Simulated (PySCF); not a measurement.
HOSi, SMILES O=[SiH], multiplicity 2.

Geometry: PBE0-D3(BJ)/def2-TZVPD. The isomer is the one that the SMILES or the coordinates give; other isomers of the formula were not compared.

Computed with PBE0-D3(BJ)/def2-TZVPD run with PySCF 2.14.0.

Frequencies are harmonic and unscaled.

Computed vibrational spectrum:
```json
[
 {"mode": "1", "ν (cm⁻¹)": "625", "IR (km/mol)": "15.4", "moving atoms (share of kinetic energy)": "H 86 %, Si 8 %"},
 {"mode": "2", "ν (cm⁻¹)": "1201", "IR (km/mol)": "30.9", "moving atoms (share of kinetic energy)": "O 64 %, Si 35 %"},
 {"mode": "3", "ν (cm⁻¹)": "1936", "IR (km/mol)": "69.4", "moving atoms (share of kinetic energy)": "H 96 %"}
]
```
